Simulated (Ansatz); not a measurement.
Consider the ligand exchange at the Si–Br bond: `C=C[SiH2]Br` + H₂S → `C=C[SiH2]S` + HBr.

Calculated with Ansatz (gas phase, PBE0-D4/def2-TZVP geometries, no zero-point term in ΔE). CCSD(T)/CBS adds triple-zeta CCSD(T) − MP2 to the extrapolated MP2 energy (def2 sets, frozen cores). This one scheme is used for every species. Functionals use def2-TZVPP. B3LYP here is the variant with VWN-RPA as its local correlation; programs differ in this. HSE06 is defined as in plane-wave codes. For Br outer-core shells are correlated without core-valence functions, which leaves a few kJ/mol of doubt a bond. Scalar relativity is left out up to krypton. Each species was taken in one conformer, which may not be the lowest.

`C=C[SiH2]Br`:

```xyz
9

C     1.553    0.224    0.172
C     0.509   -0.516   -0.195
Si   -1.228    0.026    0.127
Br   -2.313    0.301   -1.800
H     1.427    1.183    0.666
H     2.577   -0.093   -0.005
H     0.687   -1.466   -0.695
H    -1.996   -0.986    0.892
H    -1.217    1.326    0.839
```

H₂S:

```xyz
3

S     0.330    0.521   -0.060
H     0.475   -0.592    0.675
H    -0.805    0.071   -0.615
```

`C=C[SiH2]S`:

```xyz
10

C     1.654   -0.153   -0.564
C     0.368   -0.474   -0.677
Si   -0.821   -0.280    0.732
S    -2.428    1.050    0.248
H     2.066    0.230    0.366
H     2.353   -0.257   -1.389
H     0.002   -0.847   -1.632
H    -0.051    0.195    1.912
H    -1.520   -1.549    1.055
H    -1.622    2.084   -0.050
```

HBr:

Z-matrix (Å, degrees):
```
Br
H 1 1.420
```

| level | ΔE (kcal/mol) | difference from CCSD(T)/CBS |
| --- | --- | --- |
| revPBE-D4 | 7.1 | -1.9 |
| B97M-V | 7.7 | -1.3 |
| B3LYP-D4 | 8.5 | -0.5 |
| r2SCANh-D4 | 8.4 | -0.6 |
| PBE-QIDH | 8.7 | -0.3 |
| PBE | 7.7 | -1.3 |
| r2SCAN | 8.3 | -0.7 |
| B3LYP | 8.8 | -0.2 |
| HSE06 | 8.3 | -0.7 |
| HF/def2-SVP | 10.0 | 1.0 |
| MP2/def2-SVP | 8.6 | -0.4 |
| HF/def2-TZVPP | 10.8 | 1.8 |
| SCS-MP2/def2-TZVPP | 9.0 | 0.0 |
| CCSD/def2-TZVPP | 8.8 | -0.2 |
| HF/def2-QZVPP | 10.8 | 1.8 |
| CCSD/CBS(def2) | 9.4 | 0.4 |
| CCSD(T)/CBS | 9.0 | 0 |

Largest T1 diagnostic among the species: 0.011.

In def2-TZVPP, CCSD(T) changes the Hartree–Fock value by −2.4 kcal/mol (the triples alone add −0.4 kcal/mol) and MP2 by −2.1 kcal/mol. From BLYP to BHLYP (50 % exact exchange), in def2-TZVPP and without D4, ΔE moves by +1.2 kcal/mol. At CCSD(T), def2-SVP lies −0.9 kcal/mol from the extrapolated value and def2-TZVPP −0.6 kcal/mol.
